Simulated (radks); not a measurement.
Q: Species: Br3+. Configuration: [Ar] 3d10 4s2 4p1 4f1 (not the ground configuration). All-electron calculation, scalar-relativistic Kohn-Sham, PBE, spin-polarised, spherical densities, finite nucleus; open shells are filled with parallel spins first; Fermi nuclear charge, rms radius 4.1629 fm. Program: a radial shooting solver on a logarithmic mesh with Libxc functionals. Some entries of the table are withheld. Estimate them.

orbital  occ.  eigenvalue (eV)  <r> (bohr)  <r^2> (bohr^2)
1s up       1        -13365.85     0.04275        0.002461
1s down     1        -13365.76     0.04275        0.002461
2s up       1        -1780.064      0.1895         0.04235
2s down     1        -1780.020      0.1895         0.04235
2p up       3        -1575.685      0.1654         0.03349
2p down     3        -1575.603      0.1654         0.03349
3s up       1        -284.3979      0.5509          0.3490
3s down     1        -284.2725      0.5508          0.3488
3p up       3              (1)      0.5631             (2)
3p down     3              (3)      0.5629             (4)
3d up       5        -112.8921      0.5860          0.4241
3d down     5        -112.6962      0.5845          0.4213
4s up       1         -60.4931       1.516           2.595
4s down     1         -58.8284       1.510           2.577
4p up       1         -45.6540         (5)           3.320
4p down     0         -43.8839         (6)           3.315
4f up       1         -12.3383       3.922           17.47

A: 
(1) 3p up eigenvalue (eV): -219.7984
(2) 3p up <r^2> (bohr^2): 0.3713
(3) 3p down eigenvalue (eV): -219.6529
(4) 3p down <r^2> (bohr^2): 0.3708
(5) 4p up <r> (bohr): 1.710
(6) 4p down <r> (bohr): 1.708
